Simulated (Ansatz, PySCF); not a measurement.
C2H6S, triplet, at the geometry of the source list (a higher spin typed on purpose: for a closed-shell molecule this is an excited state). Base run: CCSD(T)/6-31G* (PySCF).

PySCF was given this input:
```python
from pyscf import gto, scf, cc

mol = gto.M(
    atom='''
C    -0.796400    0.530100    0.058400
C     0.097000   -0.677100   -0.148800
S     1.717100   -0.490700    0.676100
H    -1.760700    0.360400   -0.415800
H    -0.347600    1.420800   -0.377000
H    -0.954600    0.706700    1.119700
H    -0.337100   -1.569400    0.301600
H     0.279900   -0.866700   -1.206700
H     2.102400    0.586000   -0.007400
''',
    basis='6-31g*',
    charge=0,
    spin=2,
    verbose=4,
)

mf = scf.UHF(mol)
mf.kernel()

mycc = cc.CCSD(mf)
mycc.kernel()
et = mycc.ccsd_t()
print('E(CCSD(T)) = %.10f' % (mycc.e_tot + et))
```

The same geometry, method and basis name were run in Ansatz (a quantum-chemistry and plane-wave program) and PySCF, at each program's defaults and at the settings that a row names. The base is PySCF at its defaults. Differences at the defaults can come from grids, fitting, cores and function types together.

```
code and settings                                                                       ΔE vs base (mEh)  basis functions      E (Eh)  SCF cycles  SCF-reference dipole (D)
--------------------------------------------------------------------------------------  ----------------  ---------------  ----------  ----------  ------------------------
PySCF, defaults (exact integrals, spherical functions, all electrons correlated)                   0.000               58  -476.97487          19                      1.62
Ansatz, defaults (factorised integrals, Cartesian functions, frozen core)                          5.237               61  -476.96964           -                         -
PySCF, frozen core                                                                                10.549               58  -476.96432          19                      1.62
Ansatz, high accuracy, frozen core, Cartesian functions as the basis file defines them             5.232               61  -476.96964           -                         -
```

Open shells are given as the SCF converged; they aren't shown to be the lowest states, and a large step between rows can be another state.
